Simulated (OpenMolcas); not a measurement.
# Mn2+: ligand-field states by method

Mn2+ with 6 ligands (ammonia) in octahedral coordination (S6) at 2.09 Å. Ligand basis ANO-RCC-VDZP.

```json
{
  "Program": "OpenMolcas 26.06",
  "Basis": "ANO-RCC-VDZP [5s4p2d1f]",
  "Scalar Hamiltonian": "DKH2, point nucleus",
  "Active space": "5 electrons in 5 orbitals (3d)",
  "State averaging": "2S+1 = 6 even, 1 root; 2S+1 = 4 even, 24 roots; 2S+1 = 2 even, 75 roots",
  "Spin-orbit coupling": "RASSI with atomic mean-field integrals over the reference wave functions"
}
```

I. CASSCF
II. SS-CASPT2, IPEA 0.25 Eh, imaginary shift 0.1 Eh (closed shells correlated: 3s 3p and the ligand valence shells)

Spin-free states in cm-1, each column counted from its own energy of the first state listed:

| State | Degeneracy | I | II |
| --- | --- | --- | --- |
| 2S+1 = 6 | 1 | 0 | 0 |
| 2S+1 = 4 | 2 | 18520 | 11870 |
| 2S+1 = 4 | 1 | 18601 | 11620 |
| 2S+1 = 2 | 2 | 21716 | 12290 |
| 2S+1 = 2 | 1 | 21848 | 12610 |
| 2S+1 = 4 | 2 | 24734 | 17500 |
| 2S+1 = 4 | 1 | 24819 | 17460 |
| 2S+1 = 4 | 1 | 30220 | 25510 |
| 2S+1 = 4 | 2 | 30308 | 25630 |
| 2S+1 = 2 | 1 | 32162 | 23110 |
| 2S+1 = 2 | 2 | 32567 | 24110 |
| 2S+1 = 2 | 1 | 32636 | 23940 |
| 2S+1 = 4 | 1 | 34141 | 27580 |
| 2S+1 = 4 | 2 | 34175 | 27520 |
| 2S+1 = 2 | 1 | 34301 | 25270 |
| 2S+1 = 2 | 2 | 34350 | 25520 |
| 2S+1 = 2 | 2 | 36381 | 27270 |
| 2S+1 = 4 | 2 | 37781 | 30980 |
| 2S+1 = 2 | 1 | 42274 | 31340 |
| 2S+1 = 2 | 2 | 42353 | 31590 |

From I to II, I's first state of another spin (2S+1 = 4) moves from 18520 to 11870 cm-1, by about -6700 cm-1. In II another state of that kind comes below it.

χT at 300 K: I 4.39, II 4.38 cm3 K/mol.

Roots that are degenerate in the reference are averaged as groups; the widest CASPT2 spread within a group is 75 cm-1 (the 2-fold group of multiplicity 2 near 43600 cm-1 above the lowest state of its run, II). Shifts and gaps below about the spread of the groups concerned are not significant. Over all roots computed the reference weight is 0.69 to 0.70 in II; a low but even weight reflects the number of correlated electrons. Ligand-to-metal charge-transfer states are missing. With no ligand orbital active B as a rule stays too high, so bands that hang on it stand too high and its fall with covalency is understated. Without dynamic correlation the repulsion within the d shell is too large (B by tens of per cent), so at a given field states of lower spin stand too high (holds for I). CASSCF with metal d orbitals alone favours high spin, so a ground state of lower spin is not ruled out (holds for I). With metal d orbitals alone and no dynamic correlation the field as a rule comes out too small, by tens of per cent, by up to half for chloride and softer ligands (holds for I). With one d shell and no ligand orbital active, 10Dq can be off by tens of per cent for divalent 3d ions, low with halides held by bare charges and at times high in hosts (holds for II). No measured value stands beside these numbers; the geometry was imposed, not optimised, and the real ion may take another.

A state without a sure symmetry label is named by its multiplicity alone.
